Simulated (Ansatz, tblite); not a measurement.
Forces on Mg₂Se₂⁺ at its r2SCAN-D4/def2-SVP geometry. The state is a doublet with charge 1.

The xTB rows come from tblite. At PBE-D4/def2-TZVP the charge 1 doublet is spin-contaminated (final ⟨S²⟩ up to 0.91, 0.75 for a pure state). At PBE-D4/def2-TZVP the gap within one spin of the charge 1 doublet nearly closes, so an electron or hole may be smeared out by delocalisation error. Another isomer (doublet) lies 1.28 eV lower at PBE0-D4/def2-TZVP; other spin states weren't run for this one.

GFN1-xTB (tblite), largest force 1.17 eV/Å:

```xyz
4
positions Å, forces eV/Å
Mg   -0.428    0.136   -0.873   -0.794   -0.517   -0.694
Mg    1.278   -0.381    2.578    0.005    0.682   -0.812
Se    1.205    1.068    0.714    0.039   -0.649    0.845
Se   -2.055   -0.823   -2.419    0.750    0.485    0.661
```

GFN2-xTB (tblite), largest force 1.13 eV/Å:

```
Mg -0.760 -0.487 -0.675
Mg 0.000 0.508 -0.611
Se 0.361 -0.290 0.947
Se 0.400 0.270 0.338
```

PBE-D4/def2-TZVP (Ansatz), largest force 0.04 eV/Å:

```
Mg 0.005 -0.005 0.015
Mg -0.012 0.015 -0.039
Se -0.002 -0.014 0.014
Se 0.010 0.004 0.011
```
